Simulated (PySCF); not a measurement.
**Bond length, frequency and bond energy of LiGe by level of theory**

State: ⁴Σ⁻ (quartet), unpaired electrons σ ↑, π ↑↑. Set-up: Li cc-pVDZ, Ge cc-pVDZ-PP with ECP10; scalar-relativistic core potentials (PySCF 2.14). De refers to Li + Ge in their high-spin ground configurations, without counterpoise correction. The functionals are run spin-unrestricted. A positive dipole means Li(−)Ge(+).

| Level | Re (Å) | ωe (cm⁻¹) | De (eV) | μ (D) | CPU s a point (SCF and correlation, without the integrals) |
| --- | --- | --- | --- | --- | --- |
| UHF | 2.439 | 400 | 1.17 | -6.38 | 0.069 |
| UHF-MP2 | 2.426 | 411 | 1.63 | n/a | 0.11 |
| UHF-SCS-MP2 | 2.425 | 410 | 1.47 | n/a | n/a |
| UHF-CCSD | 2.428 | 408 | 1.59 | n/a | n/a |
| UHF-CCSD(T) | 2.429 | 408 | 1.61 | n/a | 2.1 |
| LDA | 2.404 | 390 | 1.93 | -5.11 | 0.27 |
| PBE | 2.434 | 386 | 1.66 | -5.09 | 0.41 |
| r²SCAN | 2.424 | 396 | 1.84 | -5.70 | 0.6 |
| PBE0 | 2.417 | 400 | 1.64 | -5.56 | 0.87 |
| HSE06 | 2.419 | 398 | 1.64 | -5.52 | 0.74 |
| MN15 | 2.446 | 388 | 1.93 | -5.73 | 0.67 |
| BHandHLYP | 2.401 | 407 | 1.44 | -5.73 | 0.35 |

(1) Which functional lies closest to UHF-CCSD(T) in De, which farthest, and by how much do they differ from it?

(2) What does a quarter of exact exchange do here, going from PBE to PBE0?

(3) What does second-order correlation do here, going from UHF to UHF-MP2?

Correlated steps freeze 4 core orbitals. Correlated levels converge slowly with the basis: in double zeta they bind strong bonds too weakly, by up to about 1 eV, and carry superposition errors of some tenths. Spin–orbit coupling is left out. The state is the lowest determinant that a PBE0 search found; another state may lie lower at other levels.

The whole job (state search and all levels along the bond) took about 1.6 min on 1 thread of Arm Neoverse V1 (shared host), peak memory 0.43 GiB.

Answers

(1) Closest is PBE0 (-1.2 pm in Re, -2.0 % in ωe, +0.03 eV in De against UHF-CCSD(T) in the same basis), farthest LDA (-2.5 pm in Re, -4.4 % in ωe, +0.32 eV in De). CCSD(T) converges more slowly with the basis than the functionals do and binds too weakly in this one, so the order can change at the basis-set limit.

(2) PBE0 less PBE: -1.7 pm in Re, +3.6 % in ωe, -0.02 eV in De. Exact exchange removes part of the self-interaction that spreads semilocal densities, and in most molecules shortens and stiffens the bond and lowers De; so it does here.

(3) UHF-MP2 less UHF: -1.3 pm in Re, +2.8 % in ωe, +0.46 eV in De. Correlation nearly always deepens the well. The bond shortens, as in weak, metallic or heavy-atom bonds, where dispersion and the correlation of outer-core electrons pull the atoms together.
